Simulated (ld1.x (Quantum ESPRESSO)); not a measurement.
## What one change does to a pseudopotential (Ag (Z = 47), PAW)

Ag (Z = 47), PAW, made with ld1.x (Quantum ESPRESSO) 7.5 (PBE, scalar-relativistic). Core [Kr], reference 4d9 5s2 5p0. Waves: 5s (bound): rcut 1.90, rcutus 2.10 bohr; 5s channel at 0.65 Ry: rcut 1.90, rcutus 2.10 bohr; 5p (bound, empty): rcut 2.80, rcutus 3.00 bohr; 5p channel at 2.1 Ry: rcut 2.80, rcutus 3.00 bohr; 4d (bound): rcut 1.35, rcutus 1.50 bohr; 4d channel at 1 Ry: rcut 1.35, rcutus 1.50 bohr. Local part: all-electron potential smoothed inside 2.30 bohr (lloc = -1). Core correction: Bessel-smoothed model core inside 0.75 bohr. Augmentation charge: BESSEL, radius 1.55 bohr.

Change: local potential all-electron potential smoothed inside 2.05 bohr (lloc = -2).

Cutoffs: the cutoffs (Ry, on a coarse ladder) from which the occupation-weighted sum of valence levels, in a spherical-Bessel basis at the reference potential, stays within 10 and 1 mRy of its value at 400 Ry; they do not see the model core or the augmentation charge, which bear on the density cutoff. Errors are all-electron minus pseudo energies relative to the spin-unpolarised reference configuration.

Task: What does the change do?

Result: The potential gets neither clearly harder nor softer (50 Ry and 90 Ry → 50 Ry and 90 Ry); the errors of the 7 common tests hardly move; the range in which the s phases agree widens (upper end 1.1 → 2.1); neither file shows a bound ghost.

```csv
quantity,base,changed
"cutoff, loose",50 Ry,50 Ry
"cutoff, tight",90 Ry,90 Ry
bound ghosts,none,none
"error for 4d10 5s1 5p0, meV [ΔE -4.08 eV]",-43,-43
"error for 4d10 5s0 5p0, meV [ΔE 3.68 eV]",-59,-59
"error for 4d9 5s0 5p0, meV [ΔE 25.79 eV]",-9.7,-9.7
"error for 4d9 5s1 5p1, meV [ΔE 4.50 eV]",-1.4,-1.4
"error for 4d10 5s0 5p1, meV [ΔE -0.21 eV]",-53,-53
"error for 4d7 5s0 5p0, meV [ΔE 113.70 eV]",-634,-633
"error for 4d9 5s1 5p0, meV [ΔE 9.07 eV]",-2.5,-2.6
s: phases at 3.26 bohr within 0.05 rad from the reference energy up to (Ry; the scan ends near 5),1.1,2.1
p: phases at 3.26 bohr within 0.05 rad from the reference energy up to (Ry; the scan ends near 5),3.3,3.3
d: phases at 3.26 bohr within 0.05 rad from the reference energy up to (Ry; the scan ends near 5),to the end of the scan,to the end of the scan
lowest overlap eigenvalue by channel,"s 0.51, p 0.57, d 0.99","s 0.51, p 0.59, d 0.99"
```
